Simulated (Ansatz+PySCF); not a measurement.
Values are calculated unless marked as measured or tabulated.
Input for Ansatz (development build ahead of 0.2.0):

```yaml
crystal:
  periodic: [false, false, false]
  atoms:
    - { symbol: Ti, position_ang: [0.0, 0.0, 0.0] }
    - { symbol: H, position_ang: [0.0, 0.0, 1.85016] }
basis:
  gaussian: { orbitals: def2-SVP }
magnetization:
  initial_magnetization: 3
hamiltonian:
  xc: hf
scf:
  omitted_lower_state_checks: [stability, starts, atomic_configurations, cluster_reference, orbital_swaps, given_window_search, neighbouring_geometries, increment]
```

The input is written out in the form of the current development build from the run's settings.

Results

```yaml
Converged: yes
Total_energy: -848.82512 hartree
Spin_squared_of_the_determinant: 3.750
Occupied_orbitals_by_symmetry_in_an_Abelian_subgroup_alpha;_beta: 7 A1 3 B1 3 B2; 6 A1 2 B1 2 B2
```

This is not the lowest solution: another run reaches a determinant 0.52 eV lower. Caution: an unrestricted determinant lies well below.
